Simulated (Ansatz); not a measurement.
The cluster Al2S3, relaxed as a singlet with RKS PBE-D4/def2-SVP in Ansatz, starting from the GFN1-xTB geometry. Force threshold 0.02 eV/Å.

The structure comes from a short search, and lower isomers may exist.

Start:

Cartesian coordinates in Å:
```
Al -0.974 -1.820 0.137
Al 0.849 1.880 -0.156
S -1.915 -3.598 0.279
S 0.355 -0.171 0.050
S 1.686 3.709 -0.310
```

| step | energy (eV) | largest force component (eV/Å) | SCF passes |
| --- | --- | --- | --- |
| 1 | -45667.6416 | 0.505 | 16 |
| 2 | -45667.7098 | 0.419 | 19 |
| 3 | -45667.7993 | 0.200 | 19 |
| 4 | -45667.8888 | 0.204 | 19 |
| 5 | -45667.9781 | 0.337 | 26 |
| 6 | -45668.0534 | 0.170 | 19 |
| 7 | -45668.1021 | 0.323 | 19 |
| 8 | -45668.1432 | 0.091 | 20 |
| 9 | -45668.1656 | 0.074 | 20 |
| 10 | -45668.1701 | 0.240 | 18 |
| 11 | -45668.1755 | 0.049 | 20 |
| 12 | -45668.1757 | 0.003 | 20 |

Force components are those of the run's own axes.

End:

| atom | x (Å) | y (Å) | z (Å) |
| --- | --- | --- | --- |
| Al1 | -0.487 | -1.552 | 0.147 |
| Al2 | 0.936 | 1.335 | -0.085 |
| S3 | -2.366 | -2.291 | 0.083 |
| S4 | 1.550 | -0.747 | 0.217 |
| S5 | 0.366 | 3.254 | -0.363 |

By distances, no bond broke or formed. The bond that changes most is Al1–S4, from 2.12 to 2.19 Å (atoms count from 1).

No frequencies were taken in this run, so the end may be a saddle point.

Run time 7.5 s (4 threads of Arm Neoverse V1 on a shared host).
